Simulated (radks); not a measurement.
Question: The mean radii <r> (bohr) of the occupied orbitals of an atom or ion are listed with their occupations. All-electron calculation, scalar-relativistic Kohn-Sham, LDA (Slater exchange, VWN5 correlation), spin-polarised, spherical densities, finite nucleus; Fermi nuclear charge, rms radius of each element as measured or else 0.836 A^(1/3) + 0.57 fm. Program: a radial shooting solver on a logarithmic mesh with Libxc functionals.

| orbital | occ. | <r> |
|---|---|---|
| 1s up | 1 | 0.03613 |
| 1s down | 1 | 0.03613 |
| 2s up | 1 | 0.1564 |
| 2s down | 1 | 0.1562 |
| 2p up | 3 | 0.1359 |
| 2p down | 3 | 0.1358 |
| 3s up | 1 | 0.3884 |
| 3s down | 1 | 0.3894 |
| 3p up | 3 | 0.3776 |

Name the element and its charge. Open shells, if any, are filled with parallel spins first.

Answer: Z = 41, niobium, charge +26: Nb26+ in [Ne] 3s2 3p3. The 1s radius gives Z: for a bare nucleus <r> = (2 gamma + 1)/(2Z) with gamma = sqrt(1 - (Z/c)^2), 0.03547 bohr for Z = 41, and screening makes it slightly larger (0.03613 here). The occupations add up to 15, and the charge is Z minus that.
